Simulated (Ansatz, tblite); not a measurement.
Removing and adding an electron: SbH2(OMe) (CH5OSb). Total charge 0; singlet. Geometry: PBE0-D4/def2-TZVP. Ansatz, gas phase; energy differences of separate SCF runs; the oxidised species was run as a doublet alone; the reduced species was run as a doublet alone.

| atom | x (Å) | y (Å) | z (Å) |
| --- | --- | --- | --- |
| Sb1 | -0.4122 | -1.1500 | -1.1935 |
| H2 | -1.1326 | -2.5193 | -0.4677 |
| H3 | -1.9350 | -0.3462 | -1.2580 |
| O4 | 0.1269 | -0.4313 | 0.5631 |
| C5 | 0.7130 | 0.8453 | 0.5720 |
| H6 | 1.5584 | 0.9328 | -0.1261 |
| H7 | 1.0925 | 1.0324 | 1.5806 |
| H8 | -0.0109 | 1.6362 | 0.3296 |

In the def2 sets Sb takes a core potential; there is no spin–orbit coupling. The xTB rows come from tblite.

| level | −HOMO (eV) | vertical IE (eV) | −LUMO (eV) | vertical EA (eV) | HOMO–LUMO gap (eV) | IE − EA (eV) | remarks |
| --- | --- | --- | --- | --- | --- | --- | --- |
| GFN1-xTB | 11.80 | 15.21 | 6.22 | 2.47 | 5.58 | 12.74 | – |
| GFN2-xTB | 10.56 | 13.70 | 6.00 | 2.70 | 4.56 | 11.00 | – |
| PBE-D4/def2-TZVP | 5.79 | 8.92 | 1.89 | – | 3.90 | – | – |
| PBE-D4/def2-TZVPD | 5.85 | – | 1.96 | -0.32 | 3.89 | – | HOMO above zero (-1 doublet) |
| r2SCAN-D4/def2-TZVP | 6.08 | 9.03 | 1.65 | – | 4.44 | – | – |
| r2SCAN-D4/def2-TZVPD | 6.13 | – | 1.70 | -0.38 | 4.43 | – | HOMO above zero (-1 doublet) |
| PBE0-D4/def2-TZVP | 7.08 | 9.15 | 1.09 | – | 5.99 | – | – |
| PBE0-D4/def2-TZVPD | 7.12 | – | 1.17 | -0.38 | 5.95 | – | HOMO above zero (-1 doublet) |

   A HOMO above zero means that the electron is unbound at that level or that self-interaction error raises the level; the energy of removing that electron tells which. Raw xTB energy differences between charge states are shifted by several eV; the methods need an empirical correction for them. A negative affinity means that the extra electron isn't bound; its size then hangs on the basis.
